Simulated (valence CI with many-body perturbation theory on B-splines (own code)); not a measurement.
# Level structure of Sn XXXVII

Level of theory: valence CI with perturbative core correlation (CI+MBPT): four valence electrons over a frozen Dirac-Fock core [Ne], a basis of 11 s, 11 p, 10 d, 8 f, 5 g, 2 h functions for each j, with the one-electron correlation potential Σ1 (screened to all orders), the two-electron term Σ2, the three-electron term Σ3, Breit, model QED; selected single and double excitations, second order for the rest, scaled by the run's own slope (own B-spline code, finite nucleus).

The last digits are not significant, and no measured levels were compared; by estimate large intervals hold to a few tenths of a per cent, small ones and those within an open d or f shell to about a per cent. Among the levels kept, up to 690 cm⁻¹ of a level comes from second order outside the variational space, and about a tenth of that is noise between levels of different J, which matters for small intervals.

Levels 46 to 90 of 174, with energies above the lowest level, (3s^2 3p1/2^2) J=0. "Leading %" is the weight of the configuration and term that name the level; weights of strongly mixed levels are sums over their largest components and can fall short, so below about 35 % the name and the second component can differ from the true leading terms, or belong to a minority configuration. In the jj column 3d3/2^4 stands for four electrons in 3d with j = 3/2. Lifetimes count E1, E2, E3, M1 and M2 decay at the calculated energies, and are blank where another channel may lead or the interval is too uncertain; long ones can be off by a factor of two.

```csv
No.,Configuration,Term,J,E (× 10³ cm⁻¹),Leading %,Lifetime,Leading jj
46,3s 3p2 3d,5P,1,2766.6,60,3.72 ps,3s 3p1/2 3p3/2 3d3/2 (82 %)
47,3s 3p2 3d,5D,3,2798.0,34,11.0 ps,3s 3p1/2 3p3/2 3d5/2 (70 %)
48,3s 3p2 3d,3G,3,2809.4,53,6.93 ps,3s 3p1/2 3p3/2 3d3/2 (91 %)
49,3s 3p2 3d,3D,1,2834.1,38,3.54 ps,3s 3p1/2 3p3/2 3d3/2 (70 %)
50,3s 3p2 3d,1D,2,2844.3,23,5.47 ps,3s 3p1/2 3p3/2 3d5/2 (60 %)
51,3s 3p2 3d,1G,4,2870.6,47,20.7 ps,3s 3p1/2 3p3/2 3d5/2 (65 %)
52,3s 3p2 3d,3D,3,2891.5,52,4.75 ps,3s 3p1/2 3p3/2 3d5/2 (60 %)
53,3s 3p2 3d,3D,1,2908.9,64,2.47 ps,3s 3p1/2 3p3/2 3d3/2 (83 %)
54,3s 3p2 3d,3G,4,2929.9,56,8.88 ps,3s 3p1/2 3p3/2 3d5/2 (85 %)
55,3s 3p2 3d,3P,0,2931.1,80,4.47 ps,3s 3p1/2 3p3/2 3d3/2 (54 %)
56,3s 3p2 3d,3D,3,2935.3,28,6.29 ps,3s 3p1/2 3p3/2 3d5/2 (81 %)
57,3s 3p2 3d,3D,1,2948.3,70,9.08 ps,3s 3p1/2 3p3/2 3d5/2 (85 %)
58,3s 3p2 3d,3F,2,2968.5,40,2.36 ps,3s 3p1/2 3p3/2 3d3/2 (70 %)
59,3s 3p2 3d,3P,1,3009.9,40,5.61 ps,3s 3p1/2 3p3/2 3d5/2 (82 %)
60,3s 3p2 3d,3D,2,3016.2,31,5.53 ps,3s 3p1/2 3p3/2 3d5/2 (69 %)
61,3s 3p2 3d,3F,3,3021.7,37,3.93 ps,3s 3p1/2 3p3/2 3d5/2 (73 %)
62,3s 3p2 3d,3P,0,3023.4,51,3.74 ps,3s 3p1/2 3p3/2 3d5/2 (36 %)
63,3s 3p2 3d,3D,2,3060.8,46,3.04 ps,3s 3p1/2 3p3/2 3d5/2 (65 %)
64,3s 3p2 3d,3D,2,3082.9,36,3.41 ps,3s 3p1/2 3p3/2 3d5/2 (32 %)
65,3s 3p2 3d,3F,4,3100.9,32,24.3 ps,3s 3p3/2^2 3d5/2 (67 %)
66,3p4,3P,1,3117.6,39,2.34 ps,3p1/2 3p3/2^3 (39 %)
67,3s 3p2 3d,3D,3,3135.7,40,3.73 ps,3s 3p3/2^2 3d3/2 (59 %)
68,3s 3p2 3d,3D,2,3145.6,24,3.35 ps,3s 3p3/2^2 3d3/2 (53 %)
69,3s 3p2 3d,1P,1,3150.5,23,3.49 ps,3s 3p3/2^2 3d3/2 (53 %)
70,3s 3p2 3d,3G,5,3184.0,63,22.7 ps,3s 3p3/2^2 3d5/2 (91 %)
71,3s 3p2 3d,1S,0,3195.3,46,12.2 ps,3s 3p3/2^2 3d5/2 (52 %)
72,3s 3p2 3d,3F,4,3210.9,55,5.14 ps,3s 3p3/2^2 3d3/2 (55 %)
73,3s2 3d2,3F,2,3222.8,55,1.71 ps,3s^2 3d3/2^2 (66 %)
74,3s 3p2 3d,3P,0,3292.8,50,1.55 ps,3s 3p3/2^2 3d3/2 (31 %)
75,3s2 3d2,3F,3,3313.4,53,2.80 ps,3s^2 3d3/2 3d5/2 (53 %)
76,3s2 3d2,1D,2,3317.1,20,5.07 ps,3s 3p3/2^2 3d5/2 (42 %)
77,3s 3p2 3d,3P,1,3333.1,30,3.04 ps,3s 3p3/2^2 3d5/2 (43 %)
78,3s 3p2 3d,3D,3,3346.9,40,4.92 ps,3s 3p3/2^2 3d5/2 (70 %)
79,3s 3p2 3d,1P,1,3357.6,31,2.72 ps,3s 3p3/2^2 3d5/2 (50 %)
80,3s2 3d2,1D,2,3358.7,25,2.17 ps,3s^2 3d3/2 3d5/2 (48 %)
81,3s 3p2 3d,3F,4,3365.5,48,3.01 ps,3s 3p3/2^2 3d5/2 (41 %)
82,3s 3p2 3d,3P,0,3415.6,41,1.75 ps,3s^2 3d3/2^2 (40 %)
83,3s 3p2 3d,3D,3,3417.9,52,3.37 ps,3s 3p3/2^2 3d5/2 (65 %)
84,3s 3p2 3d,3D,1,3424.6,53,2.32 ps,3s 3p3/2^2 3d3/2 (55 %)
85,3s2 3d2,3F,4,3437.2,59,2.83 ps,3s^2 3d5/2^2 (51 %)
86,3s 3p2 3d,3D,2,3439.9,45,2.35 ps,3s 3p3/2^2 3d3/2 (67 %)
87,3s 3p2 3d,3P,1,3453.8,26,1.73 ps,3s 3p3/2^2 3d3/2 (59 %)
88,3s 3p2 3d,3D,3,3457.6,41,2.23 ps,3s 3p3/2^2 3d5/2 (41 %)
89,3s 3p2 3d,1D,2,3490.3,30,1.92 ps,3s 3p3/2^2 3d3/2 (43 %)
90,3s2 3d2,1G,4,3507.6,48,3.44 ps,3s 3p3/2^2 3d5/2 (38 %)
```
